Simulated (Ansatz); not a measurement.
**Match the barriers**

Saddle point of CH9GeN, singlet (CH₆Ge ([CH3][GeH3]) + NH₃ → CH₇GeN ([CH3][GeH2][NH2]) + H₂; bonds formed: Ge1–N7, H2–H6; bonds broken: Ge1–H2, H6–N7), PBE0-D4/def2-TZVP structure:

```
atom    x (Å)    y (Å)    z (Å)
 Ge1  -0.7231   0.1003   0.0072
  H2   0.2878  -1.6051  -0.6051
  H3  -1.9825  -0.7053  -0.3330
  H4  -1.2151   1.5978   0.0219
  C5   0.1912  -0.1350   1.7102
  H6   0.6305  -0.7523  -1.3841
  N7   0.4545   0.3835  -1.5928
  H8  -0.2814   0.4783   2.4797
  H9   0.1814  -1.1863   1.9911
 H10   1.2306   0.1801   1.6020
 H11  -0.0200   0.6414  -2.4531
 H12   1.2460   1.0026  -1.4442
```

Ansatz 0.2.0; basis: def2-TZVPP, with def2-QZVPP for the basis limit; cores frozen in the correlated methods. Filled d shells of the heavier atoms are correlated. The def2 sets are not built for correlating such inner shells, so the correlated values are less sure here. B3LYP uses VWN-RPA correlation. Extrapolation: Hartree–Fock as exp(−7.88 √X), correlation as X^−2.97. Four methods, as single points on the PBE0-D4 structures, gave these electronic barriers from the start structure: 48.70, 51.59, 55.68, 65.59 kcal/mol.

Task: The methods were, in alphabetical order, B3LYP-D4, BHLYP-D4, BLYP-D4, HF. Which gave which? (A judgement: the text doesn't fix the answer.)

Result: The calculation gives: BLYP-D4 48.70; B3LYP-D4 51.59; BHLYP-D4 55.68; HF 65.59 kcal/mol. For comparison, CCSD(T) at an estimated basis limit (MP2 extrapolated from triple and quadruple zeta, plus CCSD(T) − MP2 in triple zeta) gives 54.59 kcal/mol.

No T1 diagnostic of these runs exceeds 0.012.

Labels in which every atom is bracketed show which atoms are joined, not bond orders.

For scale, one of the runs: CCSD(T)/def2-TZVPP, 236 basis functions (an equivalent command: `ansatz run in.yaml --threads 4`). The run took 85 s on 4 CPU threads (shared host), with 4.4 GiB of host memory at its peak.
